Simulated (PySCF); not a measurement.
## Selenium: a sound run and one with changed settings

Sound run: Se⁺ [Ar] 3d10 4s2 4p3, Se²⁺ [Ar] 3d10 4s2 4p2. Computed with PySCF 2.14 in aug-cc-pVDZ-DK (6s5p3d, 36 functions), with scalar relativity by spin-free X2C-1e. In the sound run the correlated levels freeze [Ar] 3d10. The sound run starts from symmetry-adapted Hartree-Fock orbitals and uses a fine grid where one is needed.

Changed run: basis STO-3G, all-electron and non-relativistic. This setting is unsound on purpose.

```tsv
species	method	sound run (hartree)	changed run (hartree)	converged
Se⁺	UHF	-2427.64781	-2373.29984	yes
Se⁺	BP86	-2429.67170	-2374.68796	yes
Se⁺	MN15	-2430.93375	-2372.05993	yes
Se⁺	MP2	-2427.70519	-2373.29984	yes
Se²⁺	UHF	-2426.88192	-2372.53530	yes
Se²⁺	BP86	-2428.88529	-2373.90537	yes
Se²⁺	MN15	-2430.14607	-2371.29179	yes
Se²⁺	MP2	-2426.92590	-2372.54313	yes
Se²⁺	CCSD(T)	-2426.94297	-2372.54903	yes
```

Ionisation energy of Se⁺:

```tsv
method	sound run (eV)	changed run (eV)
UHF	20.841	20.804
BP86	21.399	21.296
MN15	21.434	20.902
MP2	21.206	20.591
SCS-MP2	21.078	20.548
```

A minimal basis cannot let orbitals breathe on ionisation and holds almost no correlation. The Hamiltonian changed with the basis, so the totals do not compare.

For comparison, NIST gives 21.196 ± 0.01 eV between the lowest levels.
